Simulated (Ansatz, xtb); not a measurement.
## Relative energy of two structures of Al2FGeH5

Structure I is a singlet given by its coordinates and structure II is a singlet given by its coordinates. Both are isolated molecules in the gas phase, relaxed with r2SCAN-D4/def2-SVP.

I (Å):

| atom | x (Å) | y (Å) | z (Å) |
| --- | --- | --- | --- |
| Al | -0.1151 | -0.5299 | 2.5453 |
| Al | -1.4313 | 0.2227 | 0.2295 |
| F | -0.8574 | 0.9811 | 1.9127 |
| Ge | -0.4611 | -2.1947 | 0.7834 |
| H | 0.9528 | -1.5713 | 1.4960 |
| H | -0.9704 | -2.1344 | 2.4059 |
| H | 0.4825 | -0.2611 | 3.9743 |
| H | -0.5759 | 0.9602 | -0.8894 |
| H | -3.0205 | 0.2439 | 0.2667 |

Close contacts (Å): Al1–F3 1.80, Al1–Ge4 2.45, Al2–F3 1.93, Al2–Ge4 2.66, Al1–H5 1.82, Al1–H6 1.82, Al1–H7 1.57, Al2–H8 1.59, Al2–H9 1.59, Ge4–H5 1.70, Ge4–H6 1.70.

II (Å):

```
atom    x (Å)    y (Å)    z (Å)
  Al  -0.0782  -0.9041   1.6751
  Al   2.8397  -0.4561   0.9649
   F   1.5845  -1.4222   2.1109
  Ge   0.7963   0.6163  -0.0365
   H  -1.0989  -1.6899   2.6012
   H   0.1967   0.2312  -1.4014
   H   0.3276   2.0482   0.2809
   H   3.6410   0.4475   1.9983
   H   3.4897  -1.6163   0.0943
```

Close contacts (Å): Al1–F3 1.80, Al1–Ge4 2.45, Al2–F3 1.96, Al2–Ge4 2.52, Al1–H5 1.59, Al2–H8 1.59, Al2–H9 1.59, Ge4–H6 1.54, Ge4–H7 1.54.

Energies in hartree; the thermal terms are from r2SCAN-D4/def2-SVP harmonic frequencies (ideal gas, rigid rotor, one conformer each, 298.15 K, 1 atm) and include the zero-point energy:

|  | I | II |
| --- | --- | --- |
| E, CCSD(T)/def2-SVP | −2661.721745 | −2661.729557 |
| E, MP2/def2-SVP | −2661.670423 | −2661.679184 |
| E, MP2/def2-TZVPP | −2662.356726 | −2662.360742 |
| zero-point energy | 0.039684 | 0.039421 |
| H(298 K) − E | 0.047898 | 0.048129 |
| G(298 K) − E | 0.007608 | 0.007177 |

**Question.** Correct the CCSD(T) difference for the basis set by the MP2 change, then work out ΔE, ΔE₀, ΔH and ΔG for I → II in kcal/mol (1 Eh = 627.51 kcal/mol) and the equilibrium ratio [II]/[I].

**Answer.** 1. Differences II − I: CCSD(T) −0.007812, MP2 in the small set −0.008761, MP2 in the large set −0.004016 Eh.
2. ΔE = −0.007812 + (−0.004016 − (−0.008761)) = −0.003067 Eh = −1.92 kcal/mol.
3. ΔE₀ = ΔE + ΔZPE = −0.003067 + (−0.000263) Eh = −2.09 kcal/mol.
4. ΔH = ΔE + (+0.000231) Eh = −1.78 kcal/mol.
5. ΔG = ΔE + (−0.000431) Eh = −2.20 kcal/mol, so ΔS = (ΔH − ΔG)/T = +5.8 J/(mol K).
6. kT = 0.9442 mEh, so K = [II]/[I] = exp(−ΔG/kT) = exp(+3.70) ≈ 41.

Structure II is favoured at this temperature. An error of 1 kcal/mol in ΔG would change K by a factor of 5.4. Mirror images and further conformers aren't counted.

Other levels gave ΔE = −1.2 (r2SCAN-D4/def2-SVP); −11.5 (HF/def2-SVP); −5.5 (MP2/def2-SVP); −4.9 (CCSD(T)/def2-SVP) kcal/mol. The correlated steps freeze 20 core orbitals; the filled d shell of Ge is correlated, in a basis made for valence electrons. Programs: Ansatz 0.2.0.
